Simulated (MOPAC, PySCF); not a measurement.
CH₆OSi₂, SMILES `C/[SiH]=[SiH]\O` (Si–Si–O–H torsion 132°), neutral singlet in the gas phase. 

Cartesian coordinates (Å):
```xyz
10

C     -1.8318    -0.1837    -0.4190
Si    -0.3622     0.9696    -0.1318
Si     1.5315     0.1072     0.5948
O      2.0926    -1.3452     0.0412
H     -2.5529     0.2974    -1.0833
H     -1.5019    -1.1081    -0.8942
H     -2.3416    -0.4301     0.5128
H     -0.7223     2.0705     0.8071
H      2.6782     1.0326     0.8099
H      3.0103    -1.4105    -0.2376
```
Charge 0, spin multiplicity 1.

All levels are single points at this geometry (B3LYP-D3(BJ)/def2-TZVP); Pople sets use spherical d functions. Orbital energies aren't observables, and empty levels follow the basis.

| level | HOMO (eV) | LUMO (eV) | gap (eV) | dipole (D) | vertical IE, Delta-SCF (eV) |
|---|---|---|---|---|---|
| TPSSh-D3(BJ)/def2-TZVP in PySCF | -5.15 | -2.07 | 3.08 | 1.18 | 7.41 |
| B3LYP/3-21G in PySCF | -5.29 | -1.65 | 3.63 | 1.41 | – |
| B3LYP/6-311+G** in PySCF | -5.49 | -2.01 | 3.48 | 1.04 | – |
| B3LYP/6-31G* in PySCF | -5.26 | -1.70 | 3.56 | 1.23 | 7.40 |
| HF/STO-3G in PySCF | -3.79 | 5.79 | 9.58 | 1.61 | – |
| AM1 in MOPAC | -7.73 | -1.73 | 6.01 | 1.60 | – |
